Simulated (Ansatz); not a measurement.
Relaxation of the cluster Be₂Te₂⁻ with UKS PBE0-D4/def2-TZVPD.

```sh
$ ansatz run in.yaml --threads 2 --pin off --events-out ev --progress --plain --max-ram 4352MiB
```

```yaml
crystal:
  periodic: [false, false, false]
  atoms:
    - {symbol: Be, position_ang: [0.257900, 1.717490, -0.546280]}
    - {symbol: Be, position_ang: [-0.607560, -0.008620, -0.872570]}
    - {symbol: Te, position_ang: [-0.576660, -2.030880, 0.245650]}
    - {symbol: Te, position_ang: [0.926310, 0.322000, 1.173200]}
basis:
  gaussian: {orbitals: def2-TZVPD}
total_charge: -1
magnetization: {spin_polarized: true, initial_magnetization: 1}
hamiltonian: {xc: pbe0, dispersion: d4}
scf: {lower_state_search: "off"}
output: {orbitals: {seedname: orbitals}}
relax: {f_tol: 0.02, max_steps: 100}
```

Run time 2.6 min (2 threads of Intel Xeon Platinum 8259CL on a shared host).

Positions (Å) and forces (eV/Å) at steps 1, 2, 3, 4, 5, 6, 7, 8, 9, 10, 11, 12, 13, 14, 15, 16, 17, 18 of 18:

```xyz
4
step=1 energy=-15391.0250 eV
Be    0.258    1.717   -0.546    0.285    0.302    0.255
Be   -0.608   -0.009   -0.873   -0.172   -0.856    0.203
Te   -0.577   -2.031    0.246   -0.258    0.032   -0.388
Te    0.926    0.322    1.173    0.145    0.521   -0.070
4
step=2 energy=-15391.2127 eV
Be    0.265    1.728   -0.539    0.120   -0.209    0.287
Be   -0.587   -0.085   -0.803    0.107   -0.347    0.338
Te   -0.689   -2.134    0.140   -0.157    0.124   -0.293
Te    1.010    0.491    1.203   -0.070    0.432   -0.333
4
step=3 energy=-15391.2915 eV
Be    0.290    1.706   -0.491   -0.560    0.781   -1.230
Be   -0.530   -0.182   -0.672    0.282    0.295    0.250
Te   -0.800   -2.204    0.017   -0.344   -0.664   -0.144
Te    1.040    0.679    1.146    0.623   -0.412    1.123
4
step=4 energy=-15391.5515 eV
Be    0.267    1.738   -0.541   -0.167    0.401   -0.457
Be   -0.454   -0.219   -0.542    0.194   -0.483    0.539
Te   -0.916   -2.316   -0.092   -0.189    0.091   -0.323
Te    1.103    0.796    1.175    0.162   -0.009    0.240
4
step=5 energy=-15391.7615 eV
Be    0.249    1.763   -0.581   -0.109    0.386   -0.365
Be   -0.366   -0.283   -0.380    0.041   -0.910    0.545
Te   -1.018   -2.380   -0.206   -0.026    0.503   -0.306
Te    1.135    0.900    1.167    0.094    0.022    0.125
4
step=6 energy=-15391.9612 eV
Be    0.227    1.785   -0.625   -0.081    0.305   -0.280
Be   -0.288   -0.365   -0.222   -0.001   -0.874    0.465
Te   -1.095   -2.396   -0.309    0.057    0.549   -0.210
Te    1.156    0.976    1.156    0.025    0.020    0.025
4
step=7 energy=-15392.1040 eV
Be    0.179    1.758   -0.678   -0.051    0.296   -0.233
Be   -0.192   -0.420   -0.055   -0.311   -1.172    0.176
Te   -1.147   -2.354   -0.407    0.151    0.605   -0.105
Te    1.159    1.015    1.140    0.212    0.272    0.161
4
step=8 energy=-15392.2592 eV
Be    0.178    1.817   -0.713   -0.108    0.180   -0.253
Be   -0.147   -0.551    0.081   -0.015   -0.481    0.235
Te   -1.198   -2.347   -0.484    0.089    0.343   -0.055
Te    1.167    1.082    1.116    0.034   -0.043    0.073
4
step=9 energy=-15392.3385 eV
Be    0.140    1.817   -0.766   -0.068   -0.102   -0.043
Be   -0.071   -0.650    0.238   -0.096   -0.201   -0.023
Te   -1.229   -2.275   -0.565    0.110    0.253    0.020
Te    1.160    1.108    1.094    0.053    0.050    0.046
4
step=10 energy=-15392.3982 eV
Be    0.053    1.639   -0.797   -0.087   -0.152   -0.045
Be   -0.005   -0.691    0.360    0.119    0.173    0.080
Te   -1.232   -2.108   -0.661   -0.010    0.081   -0.058
Te    1.184    1.159    1.098   -0.022   -0.102    0.022
4
step=11 energy=-15392.4713 eV
Be   -0.026    1.466   -0.819   -0.070   -0.270    0.042
Be    0.053   -0.682    0.439   -0.041   -0.045   -0.033
Te   -1.227   -1.966   -0.729    0.167    0.351    0.053
Te    1.200    1.182    1.109   -0.056   -0.037   -0.063
4
step=12 energy=-15392.6123 eV
Be   -0.097    1.288   -0.828   -0.161   -0.496    0.032
Be    0.101   -0.686    0.509    0.091    0.130    0.066
Te   -1.205   -1.801   -0.785    0.100    0.409   -0.076
Te    1.202    1.200    1.103   -0.029   -0.044   -0.022
4
step=13 energy=-15392.8511 eV
Be   -0.174    1.104   -0.842   -0.218   -0.734    0.080
Be    0.158   -0.709    0.602    0.073    0.219   -0.002
Te   -1.184   -1.619   -0.850    0.256    0.681    0.002
Te    1.201    1.225    1.090   -0.111   -0.166   -0.079
4
step=14 energy=-15393.1040 eV
Be   -0.239    0.952   -0.856   -0.092   -0.766    0.283
Be    0.210   -0.757    0.703    0.051    0.327   -0.091
Te   -1.147   -1.430   -0.897    0.132    0.514   -0.092
Te    1.176    1.235    1.050   -0.091   -0.076   -0.101
4
step=15 energy=-15393.1840 eV
Be   -0.269    0.763   -0.799    0.430    0.702    0.253
Be    0.234   -0.734    0.729    0.084   -0.228    0.246
Te   -1.132   -1.294   -0.949   -0.391   -0.614   -0.242
Te    1.167    1.264    1.019   -0.124    0.140   -0.258
4
step=16 energy=-15393.2286 eV
Be   -0.239    0.788   -0.764    0.018   -0.043    0.045
Be    0.236   -0.783    0.760   -0.008    0.037   -0.036
Te   -1.155   -1.305   -0.980    0.092    0.112    0.079
Te    1.158    1.300    0.984   -0.103   -0.106   -0.088
4
step=17 energy=-15393.2300 eV
Be   -0.233    0.784   -0.765   -0.018    0.013   -0.005
Be    0.242   -0.786    0.758   -0.008   -0.010    0.022
Te   -1.152   -1.292   -0.971   -0.025   -0.043   -0.041
Te    1.144    1.294    0.978    0.050    0.040    0.024
4
step=18 energy=-15393.2305 eV
Be   -0.237    0.785   -0.762    0.000    0.000    0.000
Be    0.237   -0.785    0.761    0.000    0.000    0.001
Te   -1.151   -1.296   -0.976   -0.001   -0.001   -0.001
Te    1.150    1.296    0.977    0.001    0.001    0.001
```

In the def2 sets Te takes a core potential; there is no spin–orbit coupling. The structure comes from a short search, and lower isomers may exist.
